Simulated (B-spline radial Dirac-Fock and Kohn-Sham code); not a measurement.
**Binding energies of Pb²⁹⁺ at several levels of theory**

System: Pb²⁹⁺, configuration [Kr] 4d10 4f7.

The density-functional columns are spherical, spin-unpolarised Dirac-Kohn-Sham results without Breit or QED terms: −ε is minus the orbital energy of the initial state and ΔSCF the difference of two total energies. The reference in the last column comes from Dirac-Fock energy differences between relaxed states, corrected for Breit and QED terms. All numbers are from an atomic code on a B-spline grid, in eV; a selection of levels is shown. For the 1s level of heavy atoms much of the gap between ΔSCF and the reference is the Breit and QED part, -494.2 eV here; for other levels the error of the functional can be larger.

```
level   LDA −ε  LDA ΔSCF  Dirac-Fock
   1s  88818.8   89481.0     88997.2
   2s  16668.9   16808.2     16861.6
2p1/2  16058.2   16233.4     16193.9
2p3/2  13870.9   14018.8     14029.3
   3s   4727.5    4780.8      4840.7
3p1/2   4450.5    4506.9      4543.3
3p3/2   3960.1    4011.7      4052.2
3d3/2   3501.5    3560.9      3570.9
3d5/2   3397.0    3454.7      3468.2
   4s   1749.5    1778.3      1810.2
4p1/2   1628.5    1657.3      1679.3
4p3/2   1496.1    1523.4      1546.6
4d3/2   1298.0    1325.5      1332.4
4d5/2   1271.8    1298.8      1306.4
   4f   1015.7    1043.8      1041.7
```

Values without a named source are computed, but for edge energies of neutral atoms, which are taken from tables.
